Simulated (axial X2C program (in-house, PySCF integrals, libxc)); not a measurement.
Bond lengths and stretching modes, held linear, of HIrH⁻

Computed with an axial X2C code built on PySCF integrals: two-component X2C with atomic mean-field Coulomb and Gaunt terms, Gaussian nuclei, basis H dyall-v3z, Ir dyall-v3z with contracted cores. Spin-free rows use the one-electron spin-free X2C Hamiltonian.

Masses H 1.008, Ir 192.963, H 1.008 u. States: 2c Ω = 4 (beyond evenly filled blocks: ω = 3/2, ω = 5/2); spin-free M_S = 1, Λ = 3 (beyond evenly filled blocks: π+α, π+β, π-α, δ+α, δ+β, δ-α).

MP2, spin-free: energies above the lowest point

```csv
r(H–Ir) (Å),r(Ir–H) (Å),E (meV)
1.6555,1.6555,17.50
1.6555,1.6980,6.41
1.6555,1.7404,17.54
1.6980,1.6555,6.41
1.6980,1.6980,0.00
1.6980,1.7404,15.54
1.6980,1.7829,49.17
1.7404,1.6555,17.54
1.7404,1.6980,15.54
1.7404,1.7404,35.25
1.7829,1.6980,49.17
1.7829,1.7829,114.13
```

Question: Fit a quadratic surface with cubic terms in each bond: where is the minimum, and what are the two stretching wavenumbers?

Answer: At MP2, spin-free: bonds 1.690 and 1.690 Å; harmonic stretches 1667.9 and 2000.4 cm⁻¹; force constants 2.01, 2.01 and coupling 0.37 mdyn/Å.

The other levels and Hamiltonians give:

```json
{"Hamiltonian": "2c", "level": "PBE0", "r(H–Ir) (Å)": "1.701", "r(Ir–H) (Å)": "1.701", "lower stretch (cm⁻¹)": "1608.9", "upper stretch (cm⁻¹)": "1921.0"}
{"Hamiltonian": "2c", "level": "HF", "r(H–Ir) (Å)": "1.723", "r(Ir–H) (Å)": "1.723", "lower stretch (cm⁻¹)": "1530.5", "upper stretch (cm⁻¹)": "1872.2"}
{"Hamiltonian": "2c", "level": "PBE", "r(H–Ir) (Å)": "1.709", "r(Ir–H) (Å)": "1.709", "lower stretch (cm⁻¹)": "1573.9", "upper stretch (cm⁻¹)": "1883.9"}
{"Hamiltonian": "2c", "level": "MP2", "r(H–Ir) (Å)": "1.687", "r(Ir–H) (Å)": "1.687", "lower stretch (cm⁻¹)": "1672.9", "upper stretch (cm⁻¹)": "1996.6"}
{"Hamiltonian": "spin-free", "level": "PBE0", "r(H–Ir) (Å)": "1.704", "r(Ir–H) (Å)": "1.704", "lower stretch (cm⁻¹)": "1601.7", "upper stretch (cm⁻¹)": "1924.4"}
{"Hamiltonian": "spin-free", "level": "HF", "r(H–Ir) (Å)": "1.726", "r(Ir–H) (Å)": "1.726", "lower stretch (cm⁻¹)": "1521.2", "upper stretch (cm⁻¹)": "1873.4"}
{"Hamiltonian": "spin-free", "level": "PBE", "r(H–Ir) (Å)": "1.712", "r(Ir–H) (Å)": "1.712", "lower stretch (cm⁻¹)": "1567.6", "upper stretch (cm⁻¹)": "1888.2"}
```

Each state is one determinant, the lowest of a limited PBE0 search; the stretches come from a fit to these few points and carry an uncertainty of a few per cent. Other orders of the atoms were not compared. MP2 freezes inner shells (threshold -2 hartree). For an anion the highest level of a functional can be positive, and the basis then holds the extra electron. The molecule was held linear; bending was not examined, so a bent shape may lie lower. Open-shell Ω = 0 determinants with evenly filled partner blocks cannot be reached by this program, so the Ω shown need not be the lowest component. Note: functional without a current term on a determinant with orbital currents, of the molecule or an atom. Note: several unpaired electrons, one determinant need not be a pure state.
